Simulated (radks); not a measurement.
Values are calculated unless marked as measured or tabulated.
Task: Numerical settings for neutral technetium, [Kr] 4d5 5s2. Level of theory: scalar-relativistic Kohn-Sham, SCAN, spin-unpolarised, spherical densities, finite nucleus; meta-GGA in the generalised Kohn-Sham scheme; Fermi nuclear charge, rms radius 4.4112 fm (a radial shooting solver on a logarithmic mesh with Libxc functionals). The defaults (mesh step 0.008 in ln r, mesh end at 40 bohr or more with all orbitals vanishing there, Anderson mixing 0.5 over 9 steps, residual threshold near 1e-9 with the energy settled to 1e-9 hartree or 1e-11 of itself, here a cap of 70 iterations) give E = -4286.456 hartree and 5s at -5.231 eV in 16 iterations. Run on one thread of a shared host, so times are rough (Arm Neoverse V2): 0.12 s of CPU time, 0.12 s wall, 16 iterations on 2437 mesh points. One setting is changed at a time: mesh step in ln r 0.005; mesh step in ln r 0.2; mesh step in ln r 0.08; mesh end (bohr) 3; mesh end (bohr) 20; residual threshold 1e-05; residual threshold 0.01; mixing 0.2; linear mixing, mixing 0.2; linear mixing, mixing 0.8; mixing history 20; iteration cap 2. Which runs fail to converge, and which converge to a wrong energy?

Result: Not converged within the cap: mesh step in ln r 0.2; mesh step in ln r 0.08; linear mixing, mixing 0.8; iteration cap 2. Settled on a wrong energy, with an occupied level pushed above zero by the early mesh end: mesh end (bohr) 3 (+2.48 hartree). Apart from these: no run marked as converged misses the energy by more than 1 mhartree.
